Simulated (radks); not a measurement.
The numbers below are computed, except where a source is named.
How relativity changes the ionisation of neutral barium ([Xe] 6s2) to Ba+ ([Xe] 6s1). Spin-unpolarised spherical Kohn-Sham, PBE, point nucleus unless stated (finite: rms radius 4.8378 fm), a radial shooting solver on a logarithmic mesh with Libxc functionals. A level marked "c x" has the speed of light scaled by that factor.

level	E(Ba) (hartree)	E(Ba+) (hartree)	IE (eV)	HOMO	<r> HOMO (bohr)
non-rel.	-7885.7312	-7885.5402	5.195	6s	4.951
scalar-rel.	-8135.5648	-8135.3677	5.362	6s	4.790
scalar-rel., finite nucleus	-8135.2310	-8135.0340	5.362	6s	4.790
Dirac	-8139.3267	-8139.1297	5.361	6s1/2	4.792
Dirac, finite nucleus	-8138.9916	-8138.7945	5.361	6s1/2	4.792
Dirac, c x 0.85	-8249.4372	-8249.2374	5.438	6s1/2	4.723
Dirac, c x 2	-7945.2080	-7945.0157	5.233	6s1/2	4.913
Dirac, c x 10	-7888.0653	-7887.8743	5.197	6s1/2	4.949

NIST Atomic Spectra Database: 5.212 eV (measured). The relativistic part of the total energy of Ba is -253.3 hartree (Dirac, finite nucleus), 3.2 % of the non-relativistic value. Spin polarisation and multiplet splitting of open shells are left out at every level.

Beside tabulated values, note that relativity, absent from the non-relativistic runs, is large for the heavy elements, and spin-unpolarised runs miss the spin-polarisation part of the exchange energy of open shells.
